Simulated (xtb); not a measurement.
C2H7ClSi3, SMILES C=C1[SiH2][SiH2][Si@H]1Cl. All values are semi-empirical tight-binding results from xtb (GFN2-xTB unless named), good for trends rather than for accurate numbers. Coordinates come from a GFN2-xTB optimisation. The structure was generated by enumeration; whether it is a known compound was not checked.

Computed properties:
| Property | Result |
|---|---|
| orbital gap | 2.75 eV |
| dipole moment | 1.95 D |
| zero-point energy | 45.8 kcal/mol |
| G − E(el) at 298.15 K (modified RRHO) | 23.9 kcal/mol |
| static polarisability (D4 model) | 115.9 bohr³ |
| solvation energy, GFN2-xTB/ALPB(water) | -1.4 kcal/mol |
| solvation energy, GFN2-xTB/ALPB(toluene) | -3.6 kcal/mol |
